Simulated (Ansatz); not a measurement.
Total energies of CH₃Cl₃MoO₂ (`C[O][Mo](=[O])([Cl])([Cl])[Cl]`).

```xyz
10

C     0.357   -0.310   -1.644
O    -0.436   -0.521   -0.514
Mo   -0.454    0.083    1.218
O    -1.760   -0.711    1.824
Cl    0.224    1.265    3.058
Cl    1.458   -1.160    1.512
Cl   -1.077    2.116    0.342
H     0.334    0.753   -1.909
H     1.390   -0.604   -1.422
H    -0.035   -0.911   -2.465
```

The species carries charge 0 and has multiplicity 1. Correlated methods include outer-core shells of Mo, which these sets cover unevenly. Mo takes the def2 core potential. All single points use the PBE0-D4/def2-TZVP geometry. It is one conformer, not always the lowest. Basis def2-TZVPP, the Gaussian-basis code of Ansatz.

RPA on PBE orbitals: Hartree–Fock energy of these orbitals -1635.47366 Eh, correlation -2.74844 Eh (frozen core).

```tsv
functional	kind	energy without D4 (Eh)	D4 term (kJ/mol)
ωB97M-V	range-separated hybrid meta-GGA with VV10	-1639.26236	–
B2PLYP	double hybrid	-1638.91106	–
```

Q: Give the same for LDA (SPW92), PBE, revPBE, BLYP, r2SCAN, B97M-V, PBE0, B3LYP, r2SCANh, r2SCAN0, HSE06 (plane-wave form), BHLYP, CAM-B3LYP, LC-ωPBE, ωB97X-V, PBE-QIDH. (Best estimate.)

A: Computed: 
```csv
functional,kind,energy without D4 (Eh),D4 term (kJ/mol)
LDA (SPW92),LDA,-1633.53601,–
PBE,GGA,-1638.79076,-38.0
revPBE,GGA,-1639.26837,-97.2
BLYP,GGA,-1639.45932,-80.8
r2SCAN,meta-GGA,-1639.37998,-9.3
B97M-V,meta-GGA with VV10,-1639.12213,–
PBE0,"global hybrid, 25 % exact exchange",-1638.82227,-32.8
B3LYP,"global hybrid, 20 %",-1639.56620,-61.9
r2SCANh,"meta-GGA hybrid, 10 %",-1639.32708,-10.1
r2SCAN0,"meta-GGA hybrid, 25 %",-1639.25053,-11.3
HSE06 (plane-wave form),screened hybrid,-1638.79064,-31.0
BHLYP,"global hybrid, 50 %",-1639.23717,-52.7
CAM-B3LYP,range-separated hybrid,-1639.41077,-34.1
LC-ωPBE,long-range corrected hybrid,-1638.99429,–
ωB97X-V,range-separated hybrid GGA with VV10,-1639.17358,–
PBE-QIDH,double hybrid,-1638.48969,–
```

B3LYP takes the VWN-RPA correlation (the form of Gaussian; ORCA's B3LYP/G). HSE06 is the plane-wave form, built on full-range PBE exchange. The double hybrids freeze the cores in their second-order part.

LC-ωPBE has ω = 0.4 bohr⁻¹.
